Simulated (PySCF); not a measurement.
Cl4Sn, SMILES [Cl][Sn-]([Cl])([Cl])[Cl] (connectivity only; charge and spin as stated), charge -1, multiplicity 2.

The structure is a stationary point at PBE-D3(BJ)/def2-SVPD. The def2 effective core potentials stand for the cores of Sn; spin–orbit coupling is left out.

Calculation: PySCF 2.14.0 with PBE-D3(BJ)/def2-SVPD.

Frequencies are harmonic and unscaled.

Modes within 1.5 cm⁻¹ of each other (mostly degenerate sets) share a row, with their intensities summed.

```
mode  ν (cm⁻¹)  IR (km/mol)  moving atoms (share of kinetic energy)
----  --------  -----------  --------------------------------------
1–3         46          2.8                        Cl 81 %, Sn 19 %
4–5         61          0.0                                Cl 100 %
6          252          0.0                                Cl 100 %
7–9        259        297.2                        Cl 65 %, Sn 35 %
```
